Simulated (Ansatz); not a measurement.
## A geometry optimisation of AlClFHOSi with B3LYP-D3(BJ)/def2-SVP

The starting geometry of this gas-phase singlet was optimised with GFN2-xTB.

```xyz
6

Al    0.2043   -0.7027    0.0515
Cl   -1.6242   -0.2001    1.0971
F     0.0026   -1.2213   -1.5055
O     0.8441    1.0174    0.0677
Si   -0.1363    1.9231    0.8362
H     1.1232   -1.5046    0.9509
```

**Question.** Where would you expect an optimisation with B3LYP-D3(BJ)/def2-SVP to take it?

**Answer.** A new bond forms, giving a structure with Cl2 bridging Al1 and Si5, given below by its coordinates. Distances that change by over a tenth: Al1–Cl2 (2.17 → 2.41 Å). Contacts that close: Cl2–Si5 (2.61 → 2.38 Å).

The energy falls by 0.34 eV over 6 steps:

| step | E − E(last) (eV) |
| --- | --- |
| 1 | 0.338 |
| 2 | 0.115 |
| 3 | 0.036 |
| 4 | 0.014 |
| 5 | 0.000 |
| 6 | 0.000 |

Final geometry (Å):

```tsv
atom	x (Å)	y (Å)	z (Å)
Al	0.3993	-0.7315	0.0347
Cl	-1.6294	-0.0173	1.1187
F	-0.0593	-1.1838	-1.5049
O	0.8301	1.0246	0.1193
Si	-0.3206	1.9374	0.7773
H	1.1937	-1.7176	0.9530
```

Frequencies at the end are all real (lowest 104 cm⁻¹). Run with Ansatz 0.2.0, 30 s on 1 thread of Intel(R) Xeon(R) Platinum 8259CL CPU @ 2.50GHz (Skylake/Cascade Lake), on a shared host.
